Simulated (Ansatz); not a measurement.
Cl2H4OSSi2 (`O[SiH2]S[SiH](Cl)Cl`), relaxed with RKS PBE0-D4/def2-TZVP in Ansatz 0.2.0 from a GFN2-xTB geometry. The force threshold is 0.005 eV/Å; the program also tests the step.

The species carries charge 0 and has multiplicity 1.

Start:

```xyz
10

O     1.213   -1.296    0.781
Si    1.648   -0.336   -0.433
S    -0.112    0.497   -1.442
Si   -1.534    0.810    0.103
Cl   -3.246    1.434   -0.730
Cl   -1.902   -0.931    1.099
H     0.338   -1.675    0.893
H     2.364    0.778    0.160
H     2.298   -1.043   -1.521
H    -1.067    1.763    1.091
```

```csv
step,energy (eV),largest force (eV/Å),largest move (Å)
1,-53735.8929,1.251,0.000
2,-53735.9678,0.498,0.124
3,-53736.0007,0.147,0.058
4,-53736.0063,0.147,0.018
5,-53736.0202,0.208,0.069
6,-53736.0293,0.308,0.051
7,-53736.0366,0.381,0.059
8,-53736.0406,0.422,0.084
9 (rejected),-53736.0404,0.710,0.133
10,-53736.0516,0.079,0.067
11,-53736.0538,0.066,0.100
12,-53736.0549,0.180,0.071
13,-53736.0558,0.033,0.018
14,-53736.0562,0.075,0.021
15,-53736.0567,0.043,0.032
16,-53736.0570,0.073,0.061
17,-53736.0572,0.024,0.013
18,-53736.0573,0.031,0.011
19,-53736.0573,0.028,0.010
20,-53736.0574,0.017,0.005
21,-53736.0574,0.008,0.003
22,-53736.0574,0.007,0.003
23,-53736.0574,0.001,0.001
```

End:

```xyz
10

O     1.246   -1.167    0.921
Si    1.495   -0.251   -0.413
S    -0.310    0.045   -1.538
Si   -1.508    0.707    0.072
Cl   -3.013    1.851   -0.687
Cl   -2.349   -0.868    1.071
H     0.741   -1.977    0.833
H     2.023    1.032    0.095
H     2.411   -0.870   -1.401
H    -0.736    1.498    1.047
```

Run time 43 s (2 threads of an AMD EPYC 7R13 on a shared host and a share of an NVIDIA H100 80 GB); peak host memory 0.96 GiB.
